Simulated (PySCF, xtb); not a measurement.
SnCl, SMILES [Cl][Sn+] (connectivity only; charge and spin as stated), charge +1, multiplicity 1.

GFN2-xTB (xtb 6.7.1) at its own geometry gives an orbital gap of 4.64 eV.

Coordinates come from a PBE0-D3(BJ)/def2-TZVP optimisation. The multiplicity is an assumed one; other spin states were not compared. The def2 effective core potentials stand for the cores of Sn; spin–orbit coupling is left out.

### Question
What does PBE0/def2-TZVPD (PySCF) give? (Estimate from the structure and the level; the computed values follow.)

### Answer
gap 6.08 eV (levels -15.10 and -9.02 eV).
